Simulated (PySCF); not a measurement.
**Field gradients at the hydrogen positions**

Species: C₃H₁₀OSSi₂.
Numbering: `[SiH3:1][S:2][C@@H:3]1[CH2:4][CH2:5][O:6][SiH2:7]1` (hydrogens: H8, H9, H10 on Si1; H11 on C3; H12, H13 on C4; H14, H15 on C5; H16, H17 on Si7)

Cartesian coordinates in Å at the GFN2-xTB level; atoms count from 1:
```xyz
17
C3H10OSSi2 angstrom
Si     2.975    0.195    0.367
S      1.310   -0.974   -0.268
C     -0.072   -0.035    0.515
C     -1.309   -0.921    0.584
C     -1.994   -0.822   -0.776
O     -1.934    0.518   -1.221
Si    -0.685    1.375   -0.627
H      4.115   -0.508   -0.191
H      2.822    1.555   -0.141
H      2.977    0.211    1.828
H      0.269    0.242    1.511
H     -1.979   -0.523    1.351
H     -1.067   -1.956    0.825
H     -3.046   -1.113   -0.732
H     -1.476   -1.454   -1.503
H      0.265    1.711   -1.676
H     -1.177    2.511    0.146
```

Level: PBE0/pcSseg-1 (PySCF, non-relativistic); Q(2H) = 0.00286 b; rigid geometry, the same for H and D, with no vibrational averaging.

Question: Rank these positions by the coupling χzz of a deuteron there, largest first.
A. H11 (methine hydrogen)
B. H8 (Si–H hydrogen)
C. H15 (methylene hydrogen)
D. H12 (methylene hydrogen)
E. H9 (Si–H hydrogen)

Answer: A (211 kHz), D (203 kHz), C (195 kHz), B (115 kHz), E (110 kHz).

Tabulate Vzz, the asymmetry η and χzz = 234.96 MHz × Q × Vzz for every hydrogen position.

| atom | bonded to | bond length (Å) | Vzz (au) | η | χzz (kHz) |
| --- | --- | --- | --- | --- | --- |
| H8 | Si1 | 1.451 | 0.1708 | 0.02 | 115 |
| H9 | Si1 | 1.460 | 0.1641 | 0.03 | 110 |
| H10 | Si1 | 1.461 | 0.1635 | 0.02 | 110 |
| H11 | C3 | 1.088 | 0.3137 | 0.08 | 211 |
| H12 | C4 | 1.093 | 0.3021 | 0.02 | 203 |
| H13 | C4 | 1.090 | 0.3058 | 0.01 | 206 |
| H14 | C5 | 1.092 | 0.2976 | 0.05 | 200 |
| H15 | C5 | 1.094 | 0.2904 | 0.05 | 195 |
| H16 | Si7 | 1.455 | 0.1650 | 0.02 | 111 |
| H17 | Si7 | 1.459 | 0.1621 | 0.01 | 109 |

Average by the element that carries the hydrogen.

on Si: 111 kHz over 5 positions, mean bond length 1.457 Å; on C: 203 kHz over 5 positions, mean bond length 1.091 Å.

How does χzz go with the bond length over the 5 Si–H bonds?

A straight-line fit has a slope of -5.2 kHz for each 0.01 Å, with a correlation coefficient of -0.92, over lengths from 1.451 to 1.461 Å. The longer bonds have the smaller couplings here.

Give the 2H NMR doublet splittings at H9 for a magnetic field along the z, y and x axes of the gradient: 3χ/2, 3χ(1 + η)/4, 3χ(1 − η)/4.

With |χ| = 110.2 kHz and η = 0.027: 165, 85 and 80 kHz, to first order and without motion.

One conformer (not necessarily the lowest) at the GFN2-xTB geometry, without solvent, vibrations or thermal averaging. GFN2-xTB bond lengths can be off by several hundredths of an ångström, more for odd bonds, and the gradients follow them. These gradients aren't converged with respect to the basis.

These values come from a run that also computed NMR shieldings. Hardware: one thread, Intel Xeon at 2.50 GHz (x86_64), on a shared host. Cost: 1.7 min wall, 83 s CPU, 0.84 GiB resident at most.
